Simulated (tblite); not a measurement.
C₆H₁₁O₂ (doublet state).
SMILES with atom numbers: `[CH3:1]/[C:2](=[CH:3]\[O:4])[O:5][CH:6]([CH3:7])[CH3:8]` (hydrogens: H9, H10, H11 on C1; H12 on C3; H13 on C6; H14, H15, H16 on C7; H17, H18, H19 on C8)
Bond orders are those of one Lewis drawing.

Computed with GFN2-xTB (tblite), gas phase: L-BFGS steps from a force-field or distance-geometry start until the largest atomic force falls under 0.01 eV/Å.

Step 12: E = -721.9273 eV
```
atom  x, y, z in Å  |  force x, y, z in eV/Å
C1      2.1089   -1.1663   -1.1755   -0.023   0.037   0.023
C2      1.2976   -0.2325   -0.3460   -0.045  -0.009   0.032
C3      1.8874    0.8994    0.2613    0.086   0.098   0.019
O4      3.0829    1.1963    0.1626    0.009  -0.083  -0.064
O5      0.0142   -0.5997   -0.2370    0.019   0.014  -0.003
C6     -0.9177    0.1258    0.5626    0.069   0.002  -0.024
C7     -1.4794    1.3169   -0.2096   -0.007   0.005   0.006
C8     -2.0156   -0.8637    0.9290    0.009   0.020  -0.004
H9      1.7087   -1.2174   -2.1867    0.005   0.025  -0.052
H10     2.0640   -2.1733   -0.7632    0.028  -0.023   0.034
H11     3.1356   -0.8167   -1.1983    0.030   0.021   0.004
H12     1.2283    1.5556    0.8565   -0.018  -0.046  -0.021
H13    -0.4216    0.4739    1.4769   -0.013  -0.018   0.031
H14    -1.9589    0.9708   -1.1214   -0.006   0.002  -0.015
H15    -2.2135    1.8257    0.4071   -0.032   0.047  -0.014
H16    -0.6936    2.0202   -0.4742    0.015  -0.021  -0.004
H17    -2.7443   -0.3685    1.5610   -0.075  -0.048   0.038
H18    -1.5916   -1.7110    1.4593   -0.015  -0.016   0.032
H19    -2.5013   -1.2261    0.0283   -0.033  -0.009  -0.017
```

Step 13: E = -721.9286 eV
```
atom  x, y, z in Å  |  force x, y, z in eV/Å
C1      2.1080   -1.1658   -1.1750   -0.017   0.041   0.025
C2      1.2961   -0.2330   -0.3450   -0.030   0.010   0.031
C3      1.8887    0.8992    0.2601    0.056   0.050   0.003
O4      3.0848    1.1901    0.1570    0.032  -0.049  -0.049
O5      0.0132   -0.5992   -0.2361   -0.006  -0.018  -0.016
C6     -0.9188    0.1256    0.5630    0.052   0.005  -0.010
C7     -1.4796    1.3164   -0.2097   -0.007   0.014   0.002
C8     -2.0175   -0.8636    0.9306    0.018   0.011  -0.018
H9      1.7084   -1.2130   -2.1879    0.022   0.000  -0.010
H10     2.0654   -2.1728   -0.7595    0.026   0.006  -0.008
H11     3.1338   -0.8114   -1.1948    0.016   0.000  -0.006
H12     1.2316    1.5562    0.8558   -0.012  -0.030  -0.014
H13    -0.4212    0.4724    1.4763   -0.013   0.000   0.052
H14    -1.9578    0.9711   -1.1227   -0.012  -0.001  -0.004
H15    -2.2131    1.8267    0.4068   -0.031   0.043  -0.022
H16    -0.6929    2.0183   -0.4749    0.018  -0.014   0.001
H17    -2.7487   -0.3697    1.5630   -0.033  -0.070   0.006
H18    -1.5908   -1.7122    1.4583   -0.035   0.006   0.035
H19    -2.4994   -1.2261    0.0273   -0.044  -0.003   0.004
```

Step 14: E = -721.9294 eV
```
atom  x, y, z in Å  |  force x, y, z in eV/Å
C1      2.1072   -1.1648   -1.1743   -0.001   0.030   0.015
C2      1.2947   -0.2330   -0.3437   -0.003   0.018   0.017
C3      1.8901    0.8998    0.2593    0.018  -0.008  -0.016
O4      3.0868    1.1850    0.1523    0.043  -0.017  -0.033
O5      0.0124   -0.5992   -0.2357   -0.018  -0.023  -0.014
C6     -0.9188    0.1256    0.5632    0.010   0.007   0.011
C7     -1.4799    1.3164   -0.2097   -0.005   0.016   0.000
C8     -2.0183   -0.8634    0.9312    0.011  -0.002  -0.019
H9      1.7087   -1.2102   -2.1888    0.032  -0.011   0.026
H10     2.0668   -2.1722   -0.7574    0.021   0.032  -0.034
H11     3.1328   -0.8077   -1.1924    0.001  -0.012  -0.010
H12     1.2334    1.5562    0.8553    0.004  -0.009  -0.007
H13    -0.4212    0.4714    1.4768   -0.012   0.007   0.051
H14    -1.9574    0.9712   -1.1235   -0.012  -0.002   0.008
H15    -2.2134    1.8282    0.4062   -0.020   0.033  -0.029
H16    -0.6920    2.0168   -0.4754    0.017  -0.007   0.002
H17    -2.7521   -0.3718    1.5643   -0.001  -0.075  -0.017
H18    -1.5910   -1.7128    1.4583   -0.043   0.021   0.029
H19    -2.4989   -1.2261    0.0266   -0.041   0.003   0.019
```

**Question.** Estimate the geometry and energy of step 15. (The exact step hangs on the optimiser's Hessian estimate; all steps are aligned on step 14, rigid shifts and turns removed.)

**Answer.** E = -721.9302 eV, largest force 0.070 eV/Å
```
atom  x, y, z in Å  |  force x, y, z in eV/Å
C1      2.1065   -1.1633   -1.1734    0.016   0.012   0.001
C2      1.2935   -0.2328   -0.3423    0.019   0.016  -0.002
C3      1.8918    0.9002    0.2584   -0.013  -0.050  -0.026
O4      3.0892    1.1807    0.1479    0.037   0.008  -0.018
O5      0.0116   -0.5995   -0.2357   -0.018  -0.007   0.000
C6     -0.9185    0.1257    0.5636   -0.032   0.008   0.028
C7     -1.4801    1.3166   -0.2097    0.000   0.012   0.000
C8     -2.0188   -0.8632    0.9313   -0.002  -0.016  -0.013
H9      1.7095   -1.2083   -2.1890    0.032  -0.016   0.044
H10     2.0683   -2.1712   -0.7564    0.015   0.042  -0.044
H11     3.1321   -0.8052   -1.1909   -0.006  -0.013  -0.010
H12     1.2350    1.5559    0.8547    0.023   0.010  -0.001
H13    -0.4214    0.4708    1.4782   -0.014   0.007   0.035
H14    -1.9572    0.9713   -1.1240   -0.009  -0.001   0.018
H15    -2.2140    1.8300    0.4051   -0.007   0.022  -0.033
H16    -0.6909    2.0155   -0.4757    0.013  -0.001   0.002
H17    -2.7549   -0.3751    1.5650    0.017  -0.062  -0.027
H18    -1.5920   -1.7129    1.4589   -0.039   0.023   0.020
H19    -2.4995   -1.2261    0.0265   -0.032   0.005   0.024
```

The energy changes by -0.0007 eV. The first-order estimate −F·Δx gives -0.0010 eV and the mean of the old and new forces, exact on a quadratic surface, -0.0007 eV. The step makes an angle of 56° with the force vector and moves no atom by more than 0.007 Å.

The cost below is that of the whole relaxation. Time: 0.34 s of wall time. Hardware: Arm Neoverse V1, one thread, shared host with 64 logical CPUs at a one-minute load of 24.
